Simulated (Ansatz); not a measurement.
Program: Ansatz. Geometries: PBE0-D4/def2-TZVP. ΔE: electronic, gas phase. CBS: MP2 limit from def2 TZ/QZ plus the TZ coupled-cluster correction, frozen cores. This one scheme is used for every species, atoms too. DFT in def2-TZVPP. B3LYP here is the variant with VWN-RPA as its local correlation; programs differ in this. Open shells (•) are unrestricted, without spin–orbit coupling. Spin–orbit coupling would lower the free atoms: a little for C, O; strongly for Sn. def2 core potentials past Kr. Bonds to Sn are less sure, by a few kJ/mol each and by 10 to 20 or more in all where they break to atoms, as the def2 sets lack core-valence functions. One conformer a species, not always the lowest.

`C[O][SnH]([CH3])[NH2]` → 2 C• + 9 H• + N• + O• + Sn•  (atomization)

Question: What is ΔE at CCSD(T)/CBS? (Best estimate.)

Answer: The calculation gave: +4840.1 kJ/mol.

Question: What do these levels give: PBE0-D4, PBE, B3LYP, SCS-MP2/def2-TZVPP, HF/def2-QZVPP, SCS-MP2/def2-QZVPP? (Estimate.)

Answer: Computed: PBE0-D4 4790.6, PBE 4855.1, B3LYP 4766.9, SCS-MP2/def2-TZVPP 4737.4, HF/def2-QZVPP 3393.3, SCS-MP2/def2-QZVPP 4831.9 kJ/mol.

Largest T1 diagnostic among the species: 0.012.

The D4 term adds +42.4 kJ/mol with B3LYP and +22.6 kJ/mol with PBE0; it sums over pairs of atoms, weighted by their polarisabilities, and B3LYP, whose exchange is more repulsive, gets the larger term. In def2-TZVPP, CCSD(T) changes the Hartree–Fock value by +1317.3 kJ/mol (the triples alone add +71.6 kJ/mol) and MP2 by +1346.9 kJ/mol; breaking electron pairs costs correlation energy, which Hartree–Fock lacks.

For atomizations the MP2-based limit and the directly extrapolated one differ by several kJ/mol either way, and by 10 to 25 for some Ge, Se and Sn compounds, so smaller differences from it don't rank the levels.
